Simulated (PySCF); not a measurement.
C₂H₇FSSi. Atoms are numbered in the order given.

```xyz
12

C      1.5671    -0.1392    -1.2504
Si     0.1218    -0.3137    -0.0809
C     -1.2581    -1.3503    -0.7940
F      0.6536    -1.0357     1.2865
S     -0.5896     1.6035     0.6107
H      1.2666     0.3887    -2.1707
H      2.3815     0.4338    -0.7804
H      1.9567    -1.1298    -1.5394
H     -2.0711    -1.4739    -0.0618
H     -1.6808    -0.8757    -1.6952
H     -0.8878    -2.3493    -1.0791
H     -0.9740     2.0003    -0.6248
```

Geometry: TPSSh-D3(BJ)/def2-SVP. This is a generated structure with no PubChem entry under its InChIKey; it may be hypothetical. One conformer was computed; it need not be the lowest.

Computed with HF/pcSseg-1 in PySCF.

GIAO shieldings, no solvent; atoms alike by connectivity are averaged. δ = σ(ref) − σ: ¹³C against TMS (σ = 192.6 ppm); ²⁹Si against TMS (σ = 393.8 ppm); ¹⁹F against CFCl3 (σ = 238.5 ppm); ³³S against H2S (σ = 725.2 ppm); ¹H against TMS (σ = 31.99 ppm), references at their B3LYP-D3(BJ)/def2-TZVP geometries, non-relativistic.

### Question
Estimate the chemical shifts. (Estimate from the structure and the level; the computed values follow.)

### Answer

```json
[
 {"nucleus": "¹³C", "atoms": "C1, C3", "count": "2", "δ (ppm)": "6.5"},
 {"nucleus": "²⁹Si", "atoms": "Si2", "count": "1", "δ (ppm)": "37.2"},
 {"nucleus": "¹⁹F", "atoms": "F4", "count": "1", "δ (ppm)": "-141.1"},
 {"nucleus": "³³S", "atoms": "S5", "count": "1", "δ (ppm)": "-9.7"},
 {"nucleus": "¹H", "atoms": "H6, H7, H8, H9, H10, H11", "count": "6", "δ (ppm)": "0.74"},
 {"nucleus": "¹H", "atoms": "H12", "count": "1", "δ (ppm)": "0.28"}
]
```
